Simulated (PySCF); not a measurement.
# Technetium: a sound run and one with changed settings

Sound run: Tc⁺ [Kr] 4d5 5s1, Tc²⁺ [Kr] 4d5. Computed with PySCF 2.14 in def2-TZVP with the def2 core potential (28 electrons) (6s4p3d1f, 40 functions), with a scalar-relativistic core potential. The sound run starts from symmetry-adapted Hartree-Fock orbitals and uses a fine grid where one is needed.

Changed run: radial step 1.2 in ln r (0.13 in the sound run). This setting is unsound on purpose.

```csv
species,method,sound run (hartree),changed run (hartree),converged
Tc⁺,UHF,-79.90906,-79.90906,yes
Tc⁺,MN15,-80.27296,-78.98667,yes
Tc⁺,M06-2X,-80.32446,-79.05150,yes
Tc²⁺,UHF,-79.38398,-79.38398,yes
Tc²⁺,MN15,-79.70921,-78.32580,yes
Tc²⁺,M06-2X,-79.76951,-78.30435,yes
```

Ionisation energy of Tc⁺:

```tsv
method	sound run (eV)	changed run (eV)
UHF	14.288	14.288
MN15	15.340	17.983
M06-2X	15.101	20.331
```

A coarse radial grid mis-integrates the density and the exchange-correlation energy, with errors of either sign; Hartree-Fock needs no grid.

For comparison, NIST gives 15.26 eV between the lowest levels.
